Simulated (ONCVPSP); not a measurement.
# neodymium, ONCV: configuration errors across variants

* Element: neodymium (Nd)
* Generator: ONCVPSP 4.0.1
* Type: optimised norm-conserving Vanderbilt (ONCV)
* Functional: PBEsol
* Relativity: scalar-relativistic
* Frozen core: [Kr] 4d10 4f3
* Valence charge: 11
* Reference configuration: 5s2 5p6 5d1 6s2
* Partial waves: 5s+6s: rc 2.20 bohr, ncon 4, nbas 7, qcut 4.7 1/bohr, 2 projectors; 5p: rc 2.40 bohr, ncon 4, nbas 7, qcut 5.6 1/bohr, 2 projectors, debl 0.4 Ha; 5d: rc 3.20 bohr, ncon 4, nbas 9, qcut 5.6 1/bohr, 2 projectors, debl 1.8 Ha; f scattering state at 0.21 Ha: rc 2.50 bohr, ncon 4, nbas 8, qcut 4.4 1/bohr, 2 projectors, debl 2.5 Ha
* Local potential: polynomial inside 1.50 bohr (lpopt 5, dvloc0 0 Ha)
* Core correction: none

In the p channel the program set the typed energies aside and used -0.907, 0.250 Ha.

All-electron excitation energies from the reference (eV): (1) 5s2 5p6 5d1 6s1 6.296; (2) 5s2 5p6 5d1 6s0 17.683; (3) 5s2 5p6 5d0 6s0 37.140; (4) 5s1 5p6 5d1 6s2 49.026.

2 further variants failed, have other tests or another functional or relativity, and are left out.

A true bound ghost makes a file unfit for plane-wave use even where its test errors are small: the radial tests pick states by their node count and pass the ghost by.

Errors AE − PS in meV (a dash: test not solved or not reliable):

```csv
change,(1),(2),(3),(4),bound ghosts,GHOST(+) flags above zero
base,-1.7,+0.1,-47,-256,none,"s, f"
"local potential polynomial inside 1.50 bohr (lpopt 5, dvloc0 6 Ha)",-1.7,+0.1,-47,-257,none,"s, f"
"core correction Teter function, fcfact 4.75, rcfact 1.5",-2.1,-3.4,-56,-305,none,"s, f"
p: rc 1.88,-1.7,0.0,-48,-275,none,"s, f"
"local potential polynomial inside 1.45 bohr (lpopt 5, dvloc0 0 Ha)",-1.7,+0.1,-47,-256,none,"s, f"
"all radii scaled by about 1.16 (s 2.56, p 2.78, d 3.72, f 2.90 bohr); local potential polynomial inside 1.74 bohr (lpopt 5, dvloc0 0 Ha)",-1.9,-1.6,-39,-376,none,"s, f"
"f: ncon 3, nbas 7",-1.7,+0.1,-47,-256,f,"s, f"
p: qcut 3.6,-1.7,+0.2,-46,-249,none,"s, f"
```

Task: Give the same row for: s: qcut 6.4.

Result: -1.5, +1.5, -46, -196; bound ghosts: none; GHOST(+) flags above zero: s, f.
